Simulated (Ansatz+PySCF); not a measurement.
The numbers below are computed, except where a source is named.
## PySCF 2.14.0 run

```python
from pyscf import gto, scf, cc

mol = gto.M(atom="""
Be 0.000000 0.000000 0.000000
S 0.000000 0.000000 2.380000
""", basis='6-31g', charge=0, spin=0)
mf = scf.UHF(mol)
mf.kernel()
mycc = cc.CCSD(mf, frozen=6).run()
et = mycc.ccsd_t()
print(mf.e_tot, mycc.e_corr, et, mycc.e_tot + et)
```

The script is written out from the run's settings.

Output:

| Item | Value |
| --- | --- |
| Converged | yes |
| Reference energy | -412.01646 hartree |
| CCSD correlation energy | -0.10358 hartree |
| Triples correction | -0.00511 hartree |
| Total energy | -412.12514 hartree |
| Spin squared of the determinant | 0.000 |

This is not the lowest solution: another run reaches a determinant 1.65 eV lower. Caution: bonds are stretched, where a single reference can fail.
